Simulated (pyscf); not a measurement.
•H₂C–GaH–Cl -> [H₃C–Ga–Cl]•, a hydrogen shift (doublet surface; Ga–H broken, C–H formed). PySCF, gas phase, ωB97X-D3(BJ)/def2-SVP geometries. MP2 and CC: frozen core, UHF for open shells. ΔMP2 is the change of the MP2 total energy from the triple- to the quadruple-zeta basis. Energies in kJ/mol from the reactant's lowest minimum found.

Small-basis levels: PySCF, no dispersion term, spherical d functions. AM1 to PM7: differences of heats of formation from MOPAC. GFN2-xTB: tblite. Open shells are spin-unrestricted. 

```json
[
 {"level": "HF/3-21G", "barrier": "236.9", "reaction energy": "-71.9"},
 {"level": "HF/6-31G*+LANL2DZ", "barrier": "231.9", "reaction energy": "-77.6"},
 {"level": "MP2/6-31G*+LANL2DZ", "barrier": "196.3", "reaction energy": "-120.5"},
 {"level": "B3LYP/STO-3G", "barrier": "162.2", "reaction energy": "-91.9"},
 {"level": "B3LYP/LANL2DZ", "barrier": "169.2", "reaction energy": "-103.4"},
 {"level": "M06-2X/6-31G*+LANL2DZ", "barrier": "183.8", "reaction energy": "-100.7"},
 {"level": "PBE/def2-SVP", "barrier": "141.4", "reaction energy": "-112.3"},
 {"level": "B3LYP/def2-SVP", "barrier": "164.9", "reaction energy": "-103.2"},
 {"level": "GFN2-xTB", "barrier": "113.3", "reaction energy": "-143.2"},
 {"level": "AM1", "barrier": "-16.3", "reaction energy": "-179.0"},
 {"level": "PM6", "barrier": "213.4", "reaction energy": "-47.9"},
 {"level": "PM7", "barrier": "231.2", "reaction energy": "-0.8"},
 {"level": "CCSD(T)/def2-TZVPP + ΔMP2(QZVPP)", "barrier": "170.3", "reaction energy": "-93.6"}
]
```

Against the last row the barrier runs from -186.6 (AM1) to +66.6 kJ/mol (HF/3-21G). At AM1 this geometry lies under one side, so the entry may be no barrier of that level: it is a single point on another level's saddle. CCSD(T)/def2-TZVPP + ΔMP2(QZVPP) has limits of its own. One saddle was located; it need not be the lowest between these sides. The CCSD(T) − MP2 part came from Ansatz, without density fitting, on the same reference. A UHF reference is spin-contaminated (<S²> up to 0.91), which harms MP2 most. The frozen core leaves the outer d or s,p core shells of the metals and heavy elements correlated in the MP2 and CC values, and def2-TZVPP describes them poorly, which can shift differences by a few kcal/mol. In the def2 sets elements up to Kr have no core potential.
